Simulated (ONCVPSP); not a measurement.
**What one change does to a pseudopotential (potassium, ONCV)**

| Quantity | Value |
| --- | --- |
| Element | potassium (K) |
| Generator | ONCVPSP 4.0.1 |
| Type | optimised norm-conserving Vanderbilt (ONCV) |
| Functional | PBEsol |
| Relativity | scalar-relativistic |
| Frozen core | [Ar] |
| Valence charge | 1 |
| Reference configuration | 4s0.5 (charge +0.5) |
| Partial waves | 4s: rc 4.00 bohr, ncon 3, nbas 6, qcut 1.5 1/bohr, 1 projector; p scattering state at 0.02 Ha: rc 3.85 bohr, ncon 3, nbas 7, qcut 2.3 1/bohr, 3 projectors, debl 3.1 Ha; d scattering state at 0.44 Ha: rc 3.25 bohr, ncon 4, nbas 8, qcut 3 1/bohr, 2 projectors, debl 3.5 Ha |
| Local potential | polynomial inside 3.20 bohr (lpopt 3, dvloc0 2 Ha) |
| Core correction | Teter function, fcfact 2.5, rcfact 1.7 |

In the p channel the program set the typed energies aside and used 0.050, 3.150, 6.250 Ha. In the d channel the program set the typed energies aside and used -0.055, 3.445 Ha.

Change: all radii but the core radius scaled by about 0.90 (s 3.62, p 3.48, d 2.94 bohr); local potential polynomial inside 2.88 bohr (lpopt 3, dvloc0 2 Ha). In the p channel the program set the typed energies aside and used 0.050, 3.150, 6.250 Ha. In the d channel the program set the typed energies aside and used 0.050, 3.550 Ha.

Cutoffs: the cutoffs (Ha) at which the residual kinetic energy of the hardest occupied pseudo-wave falls to 1 and 0.1 mHa per electron; they do not see the model core or the augmentation charge, which bear on the density cutoff. Errors are all-electron minus pseudo energies relative to the spin-unpolarised reference configuration.

Problem. Predict the effect on cutoff, ghosts and configuration errors.

Solution. The potential gets harder (1.0 Ha and 4.5 Ha → 1.3 Ha and 5.9 Ha); the number of tests with a reliable result goes from 4 to 3; of the 3 tests that both files solve, the error grows in 1 and shrinks in 1 by more than 15 % and 0.3 meV (median size 22.8 → 22.9 meV); neither file shows a bound ghost. A smaller radius makes the pseudo-wave follow the all-electron one further in, where it bends more sharply, so more plane waves are needed.

```tsv
quantity	base	changed
cutoff, loose	1.0 Ha	1.3 Ha
cutoff, tight	4.5 Ha	5.9 Ha
bound ghosts	none	none
GHOST(+) flags under 300 eV	p at 90.8 eV, p at 154.4 eV	d at 293.5 eV
tests with a reliable result	4 of 4	3 of 4
error for 4s1, meV [ΔE -1.62 eV]	-23	-23
error for 4s0 4p1, meV [ΔE -0.10 eV]	-55	-19
error for 3d1 4s0, meV [ΔE 0.79 eV]	-4.7	-67
rms error of d²Exc/dni dnj with the model core, mHa	4.78	5.04
```

Base: The cutoffs count occupied waves only; projector 3 of the p channel, the hardest unoccupied one, needs 42 Ha at the loose tolerance. Changed file: The cutoffs count occupied waves only; projector 2 of the d channel, the hardest unoccupied one, needs 39 Ha at the loose tolerance.
